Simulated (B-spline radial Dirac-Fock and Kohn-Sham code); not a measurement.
**The Gd-like isoelectronic sequence (64 electrons), Z = 64 to 72**

Calculated with an atomic code on a B-spline grid, using Dirac-Fock (average of configuration) total-energy differences with a finite nucleus, the Breit interaction including its frequency dependence, and self-energy and vacuum-polarisation corrections. Binding energies in eV, tabulated ground configurations. Electron correlation is not included.

```tsv
ion	configuration	1s	2p1/2	3p1/2	4d5/2	outermost level	NIST ionisation energy
Gd	[Xe] 4f7 5d1 6s2	50248.1	7942.3	1703.8	158.0	5.20 (6s)	6.1498
Tb⁺	[Xe] 4f9 6s1	52003.5	8261.6	1776.8	163.7	10.64 (6s)	11.513 ± 0.02
Dy²⁺	[Xe] 4f10	53803.1	8598.3	1862.4	178.4	20.77 (4f)	22.89 ± 0.03
Ho³⁺	[Xe] 4f10	55652.6	8956.1	1964.4	205.9	40.96 (4f)	42.52 ± 0.08
Er⁴⁺	[Xe] 4f10	57542.1	9325.1	2071.4	236.0	63.82 (4f)	–
Tm⁵⁺	[Kr] 4d10 4f11 5s2 5p5	?	?	?	?	?	?
Yb⁶⁺	[Kr] 4d10 4f12 5s2 5p4	61428.9	10079.4	2279.2	288.6	102.0 (4f)	–
Lu⁷⁺	[Kr] 4d10 4f13 5s2 5p3	63432.2	10471.1	2387.8	316.8	122.7 (4f)	–
Hf⁸⁺	[Kr] 4d10 4f13 5s2 5p3	65484.2	10881.7	2510.4	353.8	152.2 (4f)	–
```

Q: Fill in the row of Tm⁵⁺.

A: 1s 59465.9, 2p1/2 9697.3, 3p1/2 2173.7, 4d5/2 261.7, outermost 82.35 (4f), NIST – eV.

NIST's values are for the lowest levels; a dash marks a value that is missing or belongs to another shell. Their kind here: measured, semi-empirical, theoretical. Where a p, d or f shell is open in either ion the computed value averages over both j values and all terms, while the table refers to the lowest levels; that difference holds spin-orbit splitting (largest in heavy or highly charged ions), term energies where several electrons share open shells, and correlation, and it can reach 10 % or more.
